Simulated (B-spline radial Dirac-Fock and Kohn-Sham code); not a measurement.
## Successive ionisation energies of titanium: Dirac-Fock against NIST

The computed values come from an atomic code on a B-spline grid: relaxed Dirac-Fock hole states (ΔSCF) with Breit and QED corrections and a finite nucleus. Each value is the difference of the configuration-average energies of two neighbouring ions in their tabulated ground configurations. Electron correlation is not included. NIST's values refer to the lowest levels; many for high charge states are themselves semi-empirical or theoretical. Where a p, d or f shell is open in either ion the computed value averages over both j values and all terms, while the table refers to the lowest levels; that difference holds spin-orbit splitting (largest in heavy or highly charged ions), term energies where several electrons share open shells, and correlation, and it can reach 10 % or more.

```
  ion  configuration  computed (eV)         NIST (eV)            kind  NIST − computed (eV)
Ti¹²⁺   [He] 2s2 2p6          788.0     787.67 ± 0.04        measured                 -0.33
Ti¹³⁺   [He] 2s2 2p5          868.0         864 ± 1.2  semi-empirical                 -4.00
Ti¹⁴⁺   [He] 2s2 2p4          950.9       944.5 ± 1.6  semi-empirical                 -6.41
Ti¹⁵⁺   [He] 2s2 2p3         1036.7      1042.5 ± 0.8  semi-empirical                 +5.78
Ti¹⁶⁺   [He] 2s2 2p2         1125.4      1130.2 ± 0.5  semi-empirical                 +4.77
Ti¹⁷⁺   [He] 2s2 2p1         1217.0      1220.3 ± 0.5  semi-empirical                 +3.29
Ti¹⁸⁺       [He] 2s2         1340.0      1346.3 ± 0.5  semi-empirical                 +6.30
Ti¹⁹⁺       [He] 2s1         1425.1  1425.257 ± 0.007     theoretical                 +0.16
Ti²⁰⁺            1s2         6247.6          6249.023     theoretical                 +1.40
Ti²¹⁺            1s1         6625.9           6625.81     theoretical                 -0.07
```

Problem. Where in this range is the largest relative jump, and why?

Solution. From Ti¹⁹⁺ (1425.1 eV) to Ti²⁰⁺ (6247.6 eV), a factor of 4.38. The configuration goes from [He] 2s1 to 1s2, so the next electron comes out of a deeper subshell.
